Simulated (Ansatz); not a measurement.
Coupled-cluster run, C7H14 (`C[C@@H]1CC[C@H](C)C1`).

```yaml
crystal:
  periodic: [false, false, false]
  atoms:
    - {symbol: C, position_ang: [-2.003037, -1.627075, 0.231970]}
    - {symbol: C, position_ang: [-0.604092, -1.115518, -0.044659]}
    - {symbol: C, position_ang: [0.231898, -0.860730, 1.219973]}
    - {symbol: C, position_ang: [1.203938, 0.282435, 0.868449]}
    - {symbol: C, position_ang: [0.906891, 0.663069, -0.591049]}
    - {symbol: C, position_ang: [1.177776, 2.117416, -0.917805]}
    - {symbol: C, position_ang: [-0.538989, 0.218988, -0.777782]}
    - {symbol: H, position_ang: [-1.981422, -2.573255, 0.779564]}
    - {symbol: H, position_ang: [-2.563724, -0.906782, 0.836184]}
    - {symbol: H, position_ang: [-2.560720, -1.792165, -0.693786]}
    - {symbol: H, position_ang: [-0.077698, -1.855274, -0.662010]}
    - {symbol: H, position_ang: [-0.430549, -0.560390, 2.037920]}
    - {symbol: H, position_ang: [0.745431, -1.765385, 1.553383]}
    - {symbol: H, position_ang: [2.251288, 0.005194, 1.007995]}
    - {symbol: H, position_ang: [1.023513, 1.148553, 1.512925]}
    - {symbol: H, position_ang: [1.529485, 0.036969, -1.243593]}
    - {symbol: H, position_ang: [2.224836, 2.378260, -0.741144]}
    - {symbol: H, position_ang: [0.951479, 2.343082, -1.963347]}
    - {symbol: H, position_ang: [0.562597, 2.773171, -0.293460]}
    - {symbol: H, position_ang: [-1.211619, 0.939593, -0.292049]}
    - {symbol: H, position_ang: [-0.837261, 0.149865, -1.827707]}
basis:
  gaussian: {orbitals: def2-TZVPP}
correlation: {method: ccsd_t}
output: {orbitals: {seedname: orbitals}}
```

```sh
$ ansatz run in.yaml --threads 2 --pin off --events-out ev --progress --plain --max-ram 32768MiB --backend cuda --devices 0, --max-vram 18GiB
```

Log, shortened:

```
Functional definition: HF
2395 factors; integrals over basis functions are off by at most 9.1e-4 eV
mean field evaluation 1: about -7431.2437 eV, gradient 4.7e1 eV
mean field evaluation 2: about -7431.5599 eV, gradient 4.7e1 eV
mean field evaluation 4: about -7437.6797 eV, gradient 5.9e0 eV
mean field evaluation 8: about -7437.7882 eV, gradient 2.6e-1 eV
mean field -7437.78845246 eV, -273.3336841137 hartree, gradient 1.7e-6 eV, S^2 0.000000; 0 other end points of the search recorded, 0 dependent functions left out
7 core orbitals not correlated: weight in the atoms' cores, before any rotation towards them, 1.000 or more for the frozen orbitals, at most 0.000 for the correlated occupied ones
reference -7437.78845246 eV, -273.3336841137 hartree; 21, 21 occupied and 385, 385 virtual orbitals, 2395 factors
second order -33.14665848 eV of doubles, -0.00000000 eV of singles
cycle   1  -34.14727109 eV  change    -1.0e0 eV  update   1.1e-1
cycle   2  -34.93667360 eV  change   -7.9e-1 eV  update   2.9e-2
cycle   3  -35.05077189 eV  change   -1.1e-1 eV  update   1.1e-2
cycle   4  -35.04758471 eV  change    3.2e-3 eV  update   2.4e-3
cycle   5  -35.04847811 eV  change   -8.9e-4 eV  update   8.0e-4
cycle   6  -35.04873540 eV  change   -2.6e-4 eV  update   1.8e-4
cycle   7  -35.04868758 eV  change    4.8e-5 eV  update   5.5e-5
cycle   8  -35.04869361 eV  change   -6.0e-6 eV  update   1.5e-5
perturbative correction -1.43592868 eV, -0.0527694056 hartree
Total energy: -7474.27307474 eV, -274.6744692525 hartree
```

Hardware: 2 threads of an AMD EPYC 7R13 on a shared host and a share of an NVIDIA H100 80 GB. Wall time 21 s, peak host memory 1.9 GiB.

MP2 recovers 90.9 % of the CCSD(T) correlation energy and the triples give 3.9 %; T1 = 0.0087.
